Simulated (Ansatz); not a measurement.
`O=COC(F)[SiH3]` + `OC(F)[SiH3]` → `FC([SiH3])O[SiH3]` + `O=COCF`  (ligand exchange at the Si–C bond)

Calculated with Ansatz (gas phase, PBE0-D4/def2-TZVP geometries, no zero-point term in ΔE). CCSD(T)/CBS is the MP2 limit (def2-TZVPP, def2-QZVPP) plus CCSD(T) − MP2 in def2-TZVPP, frozen cores. This one scheme is used for every species. DFT in def2-TZVPP. Each species was taken in one conformer, which may not be the lowest.

`O=COC(F)[SiH3]`:

Cartesian coordinates in Å:
```
O -0.346 1.078 2.447
C -0.944 0.185 1.938
O -0.811 -0.233 0.660
C 0.084 0.492 -0.155
F -0.607 1.538 -0.723
Si 0.737 -0.674 -1.522
H -1.691 -0.448 2.437
H 0.866 0.929 0.472
H 1.625 0.116 -2.409
H -0.415 -1.219 -2.277
H 1.503 -1.764 -0.867
```

`OC(F)[SiH3]`:

Cartesian coordinates in Å:
```
O -0.843 0.608 1.255
C -0.613 0.374 -0.083
F -1.654 -0.387 -0.622
Si 1.021 -0.603 -0.270
H -1.579 1.221 1.354
H -0.613 1.306 -0.665
H 0.933 -1.842 0.538
H 1.206 -0.927 -1.706
H 2.143 0.249 0.199
```

`FC([SiH3])O[SiH3]`:

```xyz
12

F    -1.275   -0.698   -0.936
C    -0.616    0.135   -0.032
Si   -0.683    1.934   -0.680
O     0.701   -0.261    0.083
Si    1.170   -1.750    0.653
H    -1.146    0.000    0.923
H    -0.027    2.814    0.320
H    -2.104    2.331   -0.843
H     0.030    1.993   -1.977
H     1.084   -2.789   -0.400
H     2.573   -1.585    1.093
H     0.292   -2.123    1.796
```

`O=COCF`:

Z-matrix (Å, degrees):
```
C
F 1 1.360
O 1 1.402 2 109.3
H 1 1.090 2 108.8 3 -115.6
H 1 1.091 2 108.6 3 120.9
C 3 1.349 1 116.4 2 86.4
O 6 1.190 3 125.9 1 2.0
H 6 1.098 3 108.6 1 -178.5
```

CCSD(T)/CBS gives -1.15 eV.

(1) Another level gave -1.12 eV. Which?
A. PBE/def2-TZVPP
B. HF/def2-TZVPP
C. SCS-MP2/def2-TZVPP
D. r2SCAN/def2-TZVPP

Largest T1 diagnostic among the species: 0.015.

Answers

(1) D. r2SCAN -1.12, SCS-MP2/def2-TZVPP -1.24, HF/def2-TZVPP -1.36, PBE -0.99 eV.

In def2-TZVPP, CCSD(T) changes the Hartree–Fock value by +0.19 eV (the triples alone add +0.03 eV) and MP2 by +0.15 eV. From PBE to PBE0 (25 % exact exchange), in def2-TZVPP and without D4, ΔE moves by −0.08 eV.
